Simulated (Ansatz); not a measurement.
Question: Name a neutral molecule of C, In, Se and H with LUMO energy (PBE/def2-TZVPP) between -1.65 and -1.35 eV and LUMO energy (PBE0/def2-TZVPP) between -0.80 and -0.50 eV (Ansatz, PBE0-D4/def2-TZVP geometry).

Answer: `C[CH2][In-]([SeH2+])([CH2]C)[CH2]C` (-1.55 eV, -0.64 eV). Other molecules can fit too; these were computed, each in one conformer that needn't be the lowest.
